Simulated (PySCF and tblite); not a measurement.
The numbers below are computed, except where a source is named.
Stationary points of C$_{3}$H$_{4}$O$_{2}$Si at B3LYP-D3(BJ)/def2-SVP, in Å:

Structure A

```
 1 C     3.088   -0.343    0.036
 2 C     1.886   -0.203    0.003
 3 C     0.461   -0.035   -0.040
 4 O    -0.323   -0.950   -0.434
 5 O    -0.111    1.039    0.319
 6 Si   -1.897    0.212   -0.025
 7 H     4.156   -0.468    0.064
 8 H    -2.189   -0.275    1.344
 9 H    -2.652   -0.577   -1.045
10 H    -2.419    1.598   -0.224
```

Structure B

```
 1 C     3.087   -0.173   -0.133
 2 C     1.884   -0.316   -0.136
 3 C     0.450   -0.541   -0.139
 4 O    -0.062   -1.637   -0.140
 5 O    -0.254    0.599   -0.142
 6 Si   -1.976    0.514   -0.147
 7 H     4.154   -0.045   -0.131
 8 H    -2.453   -0.171    1.079
 9 H    -2.444   -0.168   -1.379
10 H    -2.377    1.942   -0.146
```

Geometries: B3LYP-D3(BJ)/def2-SVP; energies: PBE/pcSseg-1 + D3(BJ); zero-point and thermal terms from GFN2-xTB harmonic modes (soft modes blended into free rotors).

Question: Which structure is a saddle point, and along which motion?

Answer: A: one imaginary mode (331i cm⁻¹ at GFN2-xTB, mostly on O4, O5, H9), along the shift of Si6 from O5 to O4.

Question: Give their symmetry and energies above the lowest.

Answer: A Cs, 12.0 kcal/mol; B Cs, 0.0 kcal/mol.
